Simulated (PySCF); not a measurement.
# Frontier orbitals and the lowest excitations

SbMe3, C3H9Sb.
Geometry (PBE0-D3(BJ)/def2-SVP, Å), atoms numbered from 1 in this order:
```
atom  x, y, z in Å
Sb1    0.0125    0.0038    1.2047
C2     1.8393   -0.0026    0.0315
H3     2.4713    0.8511    0.3151
H4     1.5991    0.0624   -1.0398
H5     2.3983   -0.9301    0.2222
C6    -0.9174    1.5907    0.0512
H7    -0.8181    1.3839   -1.0244
H8    -0.4359    2.5519    0.2820
H9    -1.9836    1.6631    0.3099
C10   -0.9188   -1.5870    0.0576
H11   -2.0003   -1.6014    0.2558
H12   -0.4967   -2.5587    0.3514
H13   -0.7497   -1.4271   -1.0173
```

Theory: TDDFT PBE0/def2-SVPD, vertical, gas phase, core orbitals frozen in the response, def2 core potentials past Kr in PySCF 2.14.0, density-fitted response routines. Spin–orbit coupling is left out.

Frontier orbitals with the atoms that hold most of them (Löwdin shares over 4%, at most four atoms; ? is withheld):

| orbital | ε (eV) | atoms |
| --- | --- | --- |
| LUMO+2 | 0.69 | Sb1 22%, C10 12%, C6 12%, C2 12% |
| LUMO+1 | 0.22 | Sb1 46%, C10 15%, C2 12%, C6 4% |
| LUMO | 0.22 | Sb1 47%, C6 16%, C2 9%, C10 6% |
| HOMO | -6.44 | ? |
| HOMO-1 | -8.23 | C10 31%, Sb1 24%, C6 20%, H12 5% |
| HOMO-2 | -8.23 | C2 32%, Sb1 24%, C6 17%, C10 6% |
| HOMO-3 | -10.85 | C10 18%, C6 18%, C2 18%, H11 8% |

Task: Which atoms hold the HOMO, and with what shares?

Result: Sb1 (bonded to 3 C) 61%; C2 (bonded to Sb and 3 H) 10%; C6 (bonded to Sb and 3 H) 10%; C10 (bonded to Sb and 3 H) 10%. By element: antimony 61%, carbon 31%.

Within 0.005 eV of a neighbour in this list lie HOMO-2/HOMO-1 and LUMO/LUMO+1.

Task: How does S1 compare with the orbital gap of 6.66 eV?

Result: S1 is at 5.72 eV (f = 0.147), 0.95 eV below the gap, made of HOMO→LUMO/LUMO+1 (≥96%). S1/S2 lie within about 0.01 eV of each other. Without the coupling terms of the response equations the lowest excitation would equal the gap.

Next come S2 at 5.72 eV (f 0.149), HOMO→LUMO/LUMO+1 (≥96%); S3 at 6.12 eV (f 0.0090), HOMO→LUMO+2 (97%); S4 at 6.64 eV (f 0.286), HOMO→LUMO+3 (96%); S5 at 7.09 eV (f 0.0000), HOMO-2/HOMO-1→LUMO/LUMO+1 (≥80%).

Orbitals of the list HOMO-3 to LUMO+2 that lie within 0.01 eV of each other are written together with a slash and their weights summed (≥ marks a lower bound); for degenerate orbitals outside that list single weights are arbitrary.

Löwdin shares depend on the basis, the more so with diffuse functions.

On one thread of an x86-64 server, no GPU, on a shared host, this took 26 s.
